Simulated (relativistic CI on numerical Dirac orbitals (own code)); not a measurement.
A reference radial Dirac CI calculation of As2+ gave the lowest total energy -2256.72803 Ha in 36 SCF steps, from this input:

```
atom As  Z=33  charge=2  electrons=31
nucleus A=75  rms_radius_fm=4.0968
hamiltonian dirac-coulomb  breit=on  qed=on  c_scale=1
orbitals kli  potential=per-configuration
slater_scale 1
correlation none
mixing on
grid step=0.0125 r_max=49.7
scf mixing=0.4 start=green max_iterations=150 tolerance=2e-08 node_fill=0.05
configurations
  [Ar] 3d10 4s2 4p
  [Ar] 3d10 4s 4p2
  [Ar] 3d10 4s2 4d
end
```

One setting was then changed (and the iteration limit cut to 87), and the output read:

```
SCF 1: [Ar] 3d10 4s2 4p
 iter      energy (Ha)   residual   last orbital (Ha)
    1     -2244.913677   2.21e+00     -1.76068
    2     -2257.346569   6.72e-01     -1.21995
    3     -2258.390917   1.15e-01     -1.02554
    4     -2258.461794   1.10e-01     -1.02795
    5     -2258.483827   2.14e-03     -1.00023
    6     -2258.483430   4.42e-03     -1.00159
    7     -2258.483859   1.91e-04     -1.00175
    8     -2258.483850   4.74e-05     -1.00169
    9     -2258.483852   2.11e-05     -1.00169
   10     -2258.483853   2.80e-07     -1.00170
   11     -2258.483853   4.88e-08     -1.00170
   12     -2258.483853   1.74e-09     -1.00170
error: orbital 4s not found
end: not converged
```

Question: Which setting was changed?
A. start potential
B. QED terms
C. configuration list
D. end of the grid

Answer: D. The end of the grid at 7.46 bohr. This setting is bad on purpose; its numbers may not be properties of the ion.
